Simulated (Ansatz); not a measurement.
Coupled-cluster run, `O[SiH2]S[Si](O)(O)O`.

```yaml
crystal:
  periodic: [false, false, false]
  atoms:
    - {symbol: O, position_ang: [-1.588887, 0.314745, -1.092046]}
    - {symbol: Si, position_ang: [-1.543253, 1.305968, 0.225522]}
    - {symbol: S, position_ang: [0.308225, 1.086871, 1.279110]}
    - {symbol: Si, position_ang: [0.985683, -0.660835, 0.246409]}
    - {symbol: O, position_ang: [2.388768, -1.119735, 0.921025]}
    - {symbol: O, position_ang: [1.266950, -0.289023, -1.328606]}
    - {symbol: O, position_ang: [-0.083234, -1.880199, 0.282858]}
    - {symbol: H, position_ang: [-0.816184, 0.330963, -1.670349]}
    - {symbol: H, position_ang: [-1.667646, 2.738947, -0.138442]}
    - {symbol: H, position_ang: [-2.686604, 0.882191, 1.062717]}
    - {symbol: H, position_ang: [2.394026, -1.347789, 1.851711]}
    - {symbol: H, position_ang: [1.969227, 0.343580, -1.494524]}
    - {symbol: H, position_ang: [-0.927061, -1.705695, -0.145383]}
basis:
  gaussian: {orbitals: def2-TZVPP}
correlation: {method: ccsd_t}
```

```sh
$ ansatz run in.yaml --threads 2 --pin off --events-out ev --progress --plain --max-ram 20480MiB --backend cuda --devices 0, --max-vram 18GiB
```

The program prints (abridged):

```
Functional definition: HF
2011 factors; integrals over basis functions are off by at most 1.0e-3 eV
mean field evaluation 1: about -34790.3748 eV, gradient 6.4e1 eV
mean field evaluation 2: about -34790.8418 eV, gradient 6.5e1 eV
mean field evaluation 4: about -34798.0677 eV, gradient 4.1e0 eV
mean field evaluation 8: about -34798.1610 eV, gradient 3.7e-1 eV
mean field evaluation 16: about -34798.1616 eV, gradient 2.9e-6 eV
mean field -34798.16156997 eV, -1278.8088506552 hartree, gradient 2.8e-6 eV, S^2 0.000000; 0 other end points of the search recorded, 0 dependent functions left out
19 core orbitals not correlated: weight in the atoms' cores, before any rotation towards them, 1.000 or more for the frozen orbitals, at most 0.000 for the correlated occupied ones
reference -34798.16156997 eV, -1278.8088506552 hartree; 22, 22 occupied and 293, 293 virtual orbitals, 2011 factors
second order -37.39501310 eV of doubles, -0.00000000 eV of singles
cycle   1  -37.41249130 eV  change   -1.7e-2 eV  update   1.3e-1
cycle   2  -38.22802988 eV  change   -8.2e-1 eV  update   3.6e-2
cycle   3  -38.41364569 eV  change   -1.9e-1 eV  update   1.8e-2
cycle   4  -38.39085997 eV  change    2.3e-2 eV  update   3.8e-3
cycle   5  -38.38816242 eV  change    2.7e-3 eV  update   1.7e-3
cycle   6  -38.38930306 eV  change   -1.1e-3 eV  update   5.1e-4
cycle   7  -38.38900171 eV  change    3.0e-4 eV  update   1.9e-4
cycle   8  -38.38885500 eV  change    1.5e-4 eV  update   5.9e-5
cycle   9  -38.38885996 eV  change   -5.0e-6 eV  update   2.3e-5
perturbative correction -1.47675603 eV, -0.0542697833 hartree
Total energy: -34838.02718597 eV, -1280.2738850213 hartree
```

It took 9 s on 2 threads of an AMD EPYC 7R13 on a shared host and a share of an NVIDIA H100 80 GB, with 0.85 GiB of host memory at the peak.

MP2 recovers 93.8 % of the CCSD(T) correlation energy and the triples give 3.7 %; T1 = 0.0120.
